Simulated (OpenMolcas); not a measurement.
Setting up doublet [GeF2]− in OpenMolcas

[GeF2]− has 3 atoms, charge -1, and is taken as a doublet. SMILES of the parent species: `[F][Ge][F]`. The coordinates come from a PBE0-D4/def2-TZVP relaxation. That shape belongs to the parent species and isn't relaxed for this state.

```csv
atom,x (Å),y (Å),z (Å)
F,-0.6759,-1.1018,-0.4975
Ge,0.6375,-0.2952,0.3202
F,0.0276,1.3321,0.1641
```

Settings wanted:

- method: DFT
- reference: UKS
- integral approximation: none
- symmetry: none
- basis set: def2-SVPD
- task: energy
- functional: M06-2X
- dispersion: none
- nucleus: point
- integration grid: UltraFine

Q: Write the OpenMolcas 26.06 input and the command.

A: This one ran through:

job.input:
```
&GATEWAY
 BASLIB = $CurrDir
 COORD
 3
 bohr
 F     -1.27726589    -2.08210024    -0.94013875
 Ge     1.20470040    -0.55784715     0.60509031
 F      0.05215644     2.51730417     0.31010406
 BASIS = def2-SVPD
 GROUP = NoSym

&SEWARD
 GRIDINPUT
 Grid=UltraFine
 End of Grid

&SCF
 UHF
 CHARGE = -1
 SPIN = 2
 KSDFT = M062X
 PRORBITALS = 1 1
```

```bash
$ export MOLCAS_MEM=1860
$ pymolcas job.input > job.log
```

(Basis files named in the input come from the Basis Set Exchange and aren't shown.)

Calculated total energy: -2276.32084 Eh. The HOMO lies above zero, from self-interaction, a short basis or an unbound electron.
